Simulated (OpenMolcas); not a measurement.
Ag2+: effect of the level shift or regulariser

```yaml
Program: OpenMolcas
Basis: ANO-RCC-VQZP [8s7p5d3f2g1h]
Scalar_Hamiltonian: DKH2, point nucleus
Active_space: 9 electrons in 6 orbitals (4d 5s)
State_averaging: 2S+1 = 2 even, 29 roots; 2S+1 = 4 even, 10 roots kept (CI in the orbitals of an earlier block)
Spin-orbit_coupling: state interaction with AMFI integrals over the reference wave functions, term energies averaged over their components
```

Methods on the same reference wave functions:
A. CASSCF
B. MS-CASPT2, IPEA 0.25 Eh, imaginary shift 0.1 Eh (closed shells correlated: 4s 4p)
C. MS-CASPT2, IPEA 0.25 Eh, sigma2 regulariser 0.3 Eh (closed shells correlated: 4s 4p)

Energies in cm⁻¹ above 4d⁹ ²D_5/2, the measured ground level; measured values from Moore, Atomic Energy Levels, vol. III, NSRDS-NBS 35 (1971 reprint of NBS Circular 467, 1958).

| Level | A | B | C | Measured |
| --- | --- | --- | --- | --- |
| 4d⁹ ²D_5/2 | 0.0 | 0.0 | 0.0 | 0.0 |
| 4d⁹ ²D_3/2 | 4700 | 4700 | 4700 | 4607 |
| 4d⁸ 5s ⁴F_9/2 | 53847 | 60760 | 60760 | 63250 |
| 4d⁸ 5s ⁴F_7/2 | 56358 | 63140 | 63140 | 65764 |
| 4d⁸ 5s ⁴F_5/2 | 58598 | 65430 | 65430 | 68145 |
| 4d⁸ 5s ⁴F_3/2 | 59911 | 66590 | 66590 | 69351 |
| 4d⁸ 5s ²F_7/2 | 63697 | 68830 | 68830 | 71691 |
| 4d⁸ 5s ²F_5/2 [53 %] | 66819 | 71230 | 71230 |  |
| 4d⁸ 5s ⁴P_5/2 [58 %] | 70057 | 73910 | 73910 | 76406 |
| 4d⁸ 5s ⁴P_1/2 | 73742 | 77090 | 77090 |  |
| 4d⁸ 5s ²D_5/2 [65 %] | 75685 | 79200 | 79200 | 82231 |
| 4d⁸ 5s ²G_9/2 | 80288 | 83320 | 83320 | 85599 |
| 4d⁸ 5s ²G_7/2 | 80338 | 83370 | 83370 | 85727 |
| 4d⁸ 5s ²P_3/2 | 80631 | 82550 | 82550 |  |
| 4d⁸ 5s ²P_1/2 | 81656 | 83360 | 83360 |  |

Deviations, from unrounded energies. A percentage is the sum of absolute deviations over the sum of measured energies, with the sign that they share, or ± where signs differ.

| Against measurement | Levels | A | B | C |
| --- | --- | --- | --- | --- |
| mean absolute deviation (cm-1) | 10 | 6900 | 2400 | 2400 |
| fine structure of the ground term (%) | 1 | +2.0 | +2.1 | +2.1 |
| other configurations (%) | 9 | -10.4 | -3.5 | -3.5 |

B, C lie about equally close to measurement and A furthest from it. The largest miss of C in the table is 4d⁸ 5s ²D_5/2 [65 %], by -3000 cm-1. The ranking rests on the paired levels alone, and a cruder setting can come out closer through cancelling errors.

Between B and C no level of the table moves by more than 5 cm-1.

The two smallest mean deviations differ by little beside CASPT2's spread within terms, so their order carries little weight.

The lowest spin-free term lies below A's lowest term by 0.593 hartree in B, 0.593 hartree in C.

Term energies are means over components that CASPT2 splits; among the terms shown or strongly mixed into the levels shown the widest spread is 870 cm-1 (4d⁸ 5s ⁴F, C). Terms from blocks run as CI alone lack orbitals of their own. A single d shell beside an s shell can misplace configurations of different d count against each other. Without dynamic correlation excited terms often stand tens of per cent too high (terms of higher spin than the ground term too low), and those without a measured partner can miss by more than the paired ones (holds for A). Some levels mix across a computed gap that differs much from the measured one, so their mixing is not that of the real levels (holds for A). Computed and measured levels are paired by configuration, term and J; levels that our copy of the source lacks, or whose pairing is in doubt (as where it misses far off the trend of its configuration), stay unpaired and out of the deviations. Only configurations of the active space appear. Levels that lie high or do not pair safely by name in every column are left out.

A share in square brackets marks a mixed level and gives the weight of the term that names it, the lowest over the columns.
